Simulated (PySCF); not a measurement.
GaO (SMILES [O]=[Ga]), doublet, geometry from GFN2-xTB (such geometries of metal compounds can be far from the true shape). Base run: PySCF with TPSS/aug-cc-pVDZ.

Input for PySCF:
```python
from pyscf import gto, scf, dft

mol = gto.M(
    atom='''
Ga   -0.000000   -0.000000   -0.337701
O     0.000000    0.000000    1.308590
''',
    basis='aug-cc-pvdz',
    charge=0,
    spin=1,
    verbose=3,
)

mf = dft.UKS(mol)
mf.xc = 'tpss'
mf.kernel()
mf.analyze()
```

Each row names what was changed in the base input (with any setting that the change needs).

```tsv
change	ΔE vs base (mEh)	fitting functions	dipole (D)
base	0.000	-	3.60
auxbasis = cc-pvtz-jkfit	-0.070	286	3.60
auxbasis = even-tempered beta=3.0	-7.056	349	3.60
auxbasis = autoaux	-0.014	509	3.60
auxbasis = cc-pvqz-jkfit	-0.068	324	3.60
auxbasis = cc-pvtz-ri	-9844.4	247	3.59
auxbasis = def2-universal-jkfit	-0.031	343	3.60
auxbasis = def2-universal-jfit	-0.109	107	3.60
auxbasis = def2-svp-ri	-9787.9	175	3.59
auxbasis = even-tempered beta=1.6	-0.001	780	3.60
```

A fitting set is made for a task (jfit for Coulomb, jkfit for Coulomb and exchange, ri for correlation) and for a family of orbital bases.

Open shells are given as the SCF converged; they aren't shown to be the lowest states, and a large step between rows can be another state.
